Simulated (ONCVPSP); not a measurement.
# u(r) = r·R(r): atom against pseudo-atom (fluorine (F))

Columns: radius, all-electron u(r) and pseudo u(r) of the 2s shell (level -33.85 eV) of fluorine in the configuration [He] 2s2 2p4.75; PBE, non-relativistic, ONCV scheme, ONCVPSP 4.0.1.

```
r (bohr)  all-electron  pseudo
   0.093       -0.4547  0.1207
   0.185       -0.2352  0.2476
   0.278        0.1397  0.3998
   0.370        0.4794  0.5381
   0.463        0.7378  0.7393
   0.555        0.9047  0.9047
   0.648        0.9970  0.9970
   0.740        1.0300  1.0300
   0.833        1.0213  1.0213
   0.925        0.9846  0.9846
   1.018        0.9296  0.9296
   1.110        0.8651  0.8651
   1.203        0.7953  0.7953
   1.295        0.7253  0.7253
   1.388        0.6561  0.6561
   1.480        0.5908  0.5908
   1.573        0.5290  0.5290
   1.665        0.4724  0.4724
   1.758        0.4200  0.4200
   1.850        0.3729  0.3729
   1.943        0.3299  0.3299
   2.035        0.2917  0.2917
   2.128        0.2571  0.2571
   2.220        0.2267  0.2267
   2.313        0.1993  0.1993
   2.405        0.1753  0.1753
```

(1) How many radial nodes do the two functions have?

(2) At about which radius was the pseudo-wave matched?

(3) Where does each function peak?

(4) Is the pseudo-wave norm-conserving?

Results:

(1) The all-electron 2s function has n − l − 1 = 1; the pseudo-wave has 0, since the states of the same l below it are removed with the core.

(2) 0.55 bohr, where the columns begin to agree (steps of 0.09 bohr).

(3) Outermost all-electron maximum near 0.74 bohr, pseudo maximum near 0.74 bohr (to the table’s step).

(4) Yes: the ONCV scheme keeps the norm inside the radius equal to the all-electron one, which fixes the energy derivative of the logarithmic derivative at the level.
